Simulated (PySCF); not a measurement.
HIO: one-bond stretch

All numbers come from PBE0/[I def2-TZVP with ECP28, O def2-TZVP, H def2-TZVP], scalar-relativistic core potentials, density fitting, no spin–orbit coupling, PySCF.

Rigid scan from the singlet minimum (I–H 1.653 Å, I–O 1.830 Å; H–I–O 104.1°). Coordinate: the bond from I to the last atom (H) scaled, the rest fixed. Energies in kJ/mol from the minimum.

```
scale of one bond  E (kJ/mol)  dipole size (D)
             0.92        16.9             4.12
             0.96         3.8             4.07
             1.00         0.0             4.02
             1.05         4.7             3.96
             1.12        22.5             3.85
             1.20        51.9             3.71
             1.35       115.3             3.45
             1.55       194.8                –
             1.80       272.2                –
             2.20       349.0                –
```

At long bonds a restricted determinant can lie too high, and another spin state can fall below this curve.

Other isomers or separated fragments may lie lower.

The scan took 8.3 s on 2 threads of a shared Arm Neoverse V1 host; the process peaked at 0.81 GiB.
